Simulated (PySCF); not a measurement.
## Ionisation energy of Ru³³⁺ by level of theory

Ru³³⁺ [Ne] 3s1 (2S) → Ru³⁴⁺ [Ne] (1S), as a difference of total energies. All numbers are calculated (PySCF 2.14, the non-relativistic Hamiltonian (point nucleus), in an even-tempered Gaussian basis (16 s from 5 bohr⁻², ratio 2.5; 10 p from 6.5 bohr⁻², ratio 2.5; 4 d from 24 bohr⁻², ratio 2.7; 4 f from 36 bohr⁻², ratio 2.7)). Correlated levels: outer shells: 1s2 frozen; virtual orbitals above 40 to 60 times the deepest correlated orbital energy dropped. The calculations carry no spin-orbit coupling.

```
                method  ionisation energy (eV)  difference from reference (eV)
                   UHF                  1963.8                           -49.2
                   LDA                  1966.2                           -46.8
                   PBE                  1968.3                           -44.7
                  PBE0                  1967.2                           -45.8
                r2SCAN                  1963.2                           -49.8
                   M06                  1963.6                           -49.4
                B2PLYP                  1966.7                           -46.3
    MP2 (outer shells)                  1964.4                           -48.6
SCS-MP2 (outer shells)                  1964.3                           -48.7
```

Reference: 2013.04 ± 0.06 eV (semi-empirical (NIST evaluation); NIST Atomic Spectra Database, ionization energies).

The gap to the reference is mostly relativistic.
